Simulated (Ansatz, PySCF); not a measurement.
Cl3Sb, SMILES [Cl][Sb-]([Cl])[Cl], charge -1, multiplicity 2. Atoms are numbered in the order given.

```xyz
4

Sb     0.0000     0.0000    -0.3899
Cl     0.0000     0.0000     2.0465
Cl     0.0000    -2.6156    -0.5243
Cl     0.0000     2.6156    -0.5243
```
Charge -1, spin multiplicity 2.

Geometry optimised at PBE0-D3(BJ)/def2-SVPD. The def2 effective core potentials stand for the cores of Sb; spin–orbit coupling is left out.

Two levels are set side by side: PBE-D3(BJ)/def2-SVPD (Ansatz, a first-principles code) and PBE0-D3(BJ)/def2-SVPD (Ansatz). Each level has its own optimised geometry; the coordinates shown are those of the second. Frequencies come from the Hessian of PySCF at each geometry. Differences are taken from unrounded values.

```tsv
quantity	PBE0-D3(BJ)	PBE-D3(BJ)	PBE-D3(BJ) minus PBE0-D3(BJ)
mean bond length (Å)	2.558	2.589	0.031
bond Sb1–Cl2 (Å)	2.436	2.480	0.043
bond Sb1–Cl3 (Å)	2.619	2.644	0.025
bond Sb1–Cl4 (Å)	2.619	2.644	0.025
highest harmonic wavenumber (cm⁻¹)	324	298	-26
mean harmonic wavenumber (cm⁻¹)	166	153	-14
zero-point energy (kcal/mol)	1.43	1.31	-0.12
```

GGA bonds tend to be longer and softer than those of functionals with exact exchange. Differences between two approximate levels are no errors against the true value.
